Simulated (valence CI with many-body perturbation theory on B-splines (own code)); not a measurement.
**Rh⁴⁰⁺: what the settings do**

Computed by relativistic CI+MBPT: three valence electrons over a frozen Dirac-Fock core [He], radial functions for each j: 6 s, 6 p, 5 d, 3 f, 1 g, with the one-electron correlation potential Σ1 (screened to all orders), the two-electron term Σ2, the three-electron term Σ3, Breit, model QED; selected single and double excitations, second order for the rest, scaled by the run's own slope (own B-spline code, finite nucleus).

The last digits are not significant, and no measured levels were compared; by estimate large intervals hold to a few tenths of a per cent, small ones and those within an open d or f shell to about a per cent.

The reference run has the lowest level (2s^2 2p1/2) J=1/2 and an ionisation energy of 6163.13 eV. Its largest variational space holds 4177 state functions.

Levels are named by their leading jj configuration (3d3/2^4 stands for four electrons in 3d with j = 3/2), which in mixed levels can hold well under half, so a name can repeat and another be missing. Letters in brackets count levels of one name in rising energy.

```tsv
Level	Reference (cm⁻¹)	Shift (cm⁻¹)
(2s 2p1/2^2) J=1/2	997032	-12
(2s^2 2p3/2) J=3/2	1301980	+91
(2s 2p1/2 2p3/2) J=3/2 [a]	2008060	+41
(2s 2p1/2 2p3/2) J=5/2	2214660	+60
(2s 2p1/2 2p3/2) J=3/2 [b]	2547400	+118
(2s 2p1/2 2p3/2) J=1/2	2577380	-9.1
(2s 2p3/2^2) J=5/2	3460960	+63
(2p1/2^2 2p3/2) J=3/2	3652690	+91
(2s 2p3/2^2) J=1/2	3939050	-11
(2s 2p3/2^2) J=3/2	3948440	+156
(2p1/2 2p3/2^2) J=3/2	4761360	+86
(2p1/2 2p3/2^2) J=5/2	4896120	+176
```

The ionisation energy moves by -0.0019 eV.

(1) Which of these changes was made?
A. size limit of the variational space 10000 → 1500; second order for the rest on → off
B. shift of the energy in Σ1 (hartree) 0 → -30.817
C. cutoff of virtual states (hartree) 4050 → 102.72
D. averaging of valence orbitals over low configurations on → off

Results:

(1) A. size limit of the variational space 10000 → 1500; second order for the rest on → off.
